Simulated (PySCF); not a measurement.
Simulated absorption spectrum

Species: C₆H₆F₂.
InChI=1S/C6H6F2/c7-6(8)2-1-4-3-5(4)6/h1-2,4-5H,3H2/t4-,5+/m1/s1

Level of theory: PySCF, TDDFT CAM-B3LYP/def2-SVPD, vertical, gas phase, core orbitals frozen in the response. Isolated species at its PBE0-D3(BJ)/def2-SVP geometry, gas phase.

Broadening: Gaussians 0.4 eV wide at half height, area fixed by f = 4.319×10⁻⁹ ∫ε dν̃. The width is an assumption, not a result. The curve ends short of the highest state used, and states not computed would add to its high-energy end.

E (eV), ε (L mol⁻¹ cm⁻¹) and a bar:
```
     5.71         14 
     5.78         54 
     5.85        178 #
     5.92        498 ##
     5.99       1176 #####
     6.06       2344 ##########
     6.13       3942 #################
     6.20       5594 #########################
     6.26       6597 #############################
     6.33       6830 ##############################
     6.40       5967 ##########################
     6.47       4399 ###################
     6.54       2736 ############
     6.61       1436 ######
     6.68        636 ###
     6.75        238 #
     6.82         78 
     6.89         33 
     6.96         54 
     7.03        160 #
     7.10        433 ##
     7.17        996 ####
     7.24       1944 ########
     7.31       3224 ##############
     7.38       4559 ####################
     7.45       5525 ########################
     7.51       5800 #########################
     7.58       5427 ########################
     7.65       4557 ####################
     7.72       3606 ################
     7.79       2912 #############
     7.86       2611 ###########
     7.93       2649 ############
     8.00       2895 #############
     8.07       3259 ##############
     8.14       3719 ################
```

(1) Locate the maxima and give the states behind the curve.

(2) Coming from long wavelengths, where does ε first pass 100 L mol⁻¹ cm⁻¹?

(3) On this curve, what absorbance would a 10⁻⁵ mol/L sample give at 193 nm over a 1 cm path?

Results:

(1) 197 nm (6.31 eV), ε about 6900, made up of S1 (100%); 165 nm (7.51 eV), ε about 5800, made up of S2 (12%), S3 (74%) and S4 (14%) (ε in L mol⁻¹ cm⁻¹; maxima over ε = 5, shares over 10%). At its high-energy end, 8.14 eV, the curve is still rising (ε about 3700, from S5, S6 and S8). The states used: S1 6.31 eV (f 0.102); S2 7.45 eV (f 0.011); S3 7.48 eV (f 0.064); S4 7.67 eV (f 0.019); S5 7.99 eV (f 0.026); S6 8.22 eV (f 0.027); S7 8.34 eV (f 0.0012); S8 8.43 eV (f 0.056); S9 8.72 eV (f 0.0090); S10 8.74 eV (f 0.018).

(2) At about 213 nm (5.82 eV), 0.49 eV below S1.

(3) 193 nm is 6.424 eV, where ε is about 5500 L mol⁻¹ cm⁻¹, so A = ε c l ≈ 0.055 (Beer–Lambert, with the gas-phase spectrum and the assumed width).

The vertical ionisation energy (ΔSCF) is 9.78 eV, 1.04 eV above S10.
